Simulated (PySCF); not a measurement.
SMILES COC(=O)[CH2][GeH3] (GFN2-xTB optimised geometry):

```
14

C      1.097     2.357     0.019
O      0.455     1.092     0.000
C     -0.890     1.092     0.000
O     -1.547     2.096     0.000
C     -1.397    -0.315     0.000
Ge     0.112    -1.556    -0.264
H      0.776     2.954    -0.837
H      2.164     2.161    -0.030
H      0.846     2.892     0.937
H     -2.164    -0.413    -0.769
H     -1.897    -0.497     0.953
H      1.076    -1.508     0.870
H      0.830    -1.280    -1.540
H     -0.426    -2.954    -0.339
```

Computed with CAM-B3LYP/def2-TZVP in PySCF.

Question: What are the frontier orbital energies and the dipole moment?

Answer: HOMO-2 -10.75 eV, HOMO-1 -10.32 eV, HOMO -9.31 eV, LUMO 1.36 eV, LUMO+1 1.63 eV; dipole moment 1.50 D.

Meta-Löwdin charges at CAM-B3LYP/def2-TZVP: C1 -0.12, O2 -0.34, C3 0.53, O4 -0.47, C5 -0.45, Ge6 0.40, H7 0.13, H8 0.13, H9 0.12, H10 0.15, H11 0.15, H12 -0.07, H13 -0.07, H14 -0.09.
